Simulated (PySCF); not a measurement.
# Simulated characterisation data

- shieldings: GIAO PBE0/pcSseg-1
- GFN2-xTB geometry
- code: PySCF 2.14
- one conformer, no solvent, non-relativistic Hamiltonian, rapidly exchanging positions averaged

Referencing at the same level of theory: ¹H (σ = 31.72 ppm), ¹³C (σ = 186.93 ppm) against TMS. Splittings of carbon signals by F and P are missing where no couplings were computed. Where no couplings were computed, multiplicities follow the n + 1 count of equivalent neighbours, and m marks all less simple cases (inequivalent or close neighbours, rings, F or P nearby). Shifts are as computed. Against solution values, carbons near 30 ppm lie about +3 ppm off and those near 130 ppm about +5 ppm. Of 1211 compounds with measured shifts, 218 miss one by over three times the rms of a fit or turn the order of signals round; such compounds aren't used in these exercises. OH and NH positions are gas-phase values without hydrogen bonding to other molecules.

Compound 1 (C7H10NP). ¹H NMR (500 MHz, computed): δ 7.94 (m, 1H), 6.99 (m, 1H), 3.21 (m, 1H), 2.54 (s, 3H), 1.01 (m, 2H), 0.98 (m, 2H). ¹³C{¹H} NMR (computed): δ 159.3, 143.1, 134.2, 33.0, 18.1, 10.0. Structure: SMILES Cc1cpcn1C1CC1.

Compound 2 (C8H9FO2). ¹H NMR (500 MHz, computed): δ 6.24 (m, 1H), 5.71 (m, 1H), 4.04 (s, 3H), 3.25 (m, 1H), 3.03 (m, 1H), 2.87 (m, 1H), 1.17 (m, 1H). ¹³C{¹H} NMR (computed): δ 175.0 (C), 141.5 (CH), 137.6 (CH), 92.1 (C), 52.4 (CH3), 45.5 (CH2), 41.0 (CH), 39.8 (CH). Structure: `COC(=O)[C@@H]1[C@H]2C=CC[C@]21F`.

Compound 3 (C5H8NP). ¹H NMR (500 MHz, computed): δ 6.92 (m, 2H), 6.85 (m, 2H), 2.98 (m, 3H), 0.29 (br s, 1H). ¹³C{¹H} NMR (computed): δ 147.6, 143.1, 37.8. Structure: `CNp1cccc1`.

Compound 4 (C7H10NP). ¹H NMR (500 MHz, computed): δ 8.36 (m, 1H), 6.73 (m, 2H), 6.64 (m, 2H), 2.84 (m, 2H), 1.05 (t, 3H). ¹³C{¹H} NMR (computed): δ 198.5, 127.4, 117.4, 31.7, 17.9. Structure: `CC/C=P\n1cccc1`.
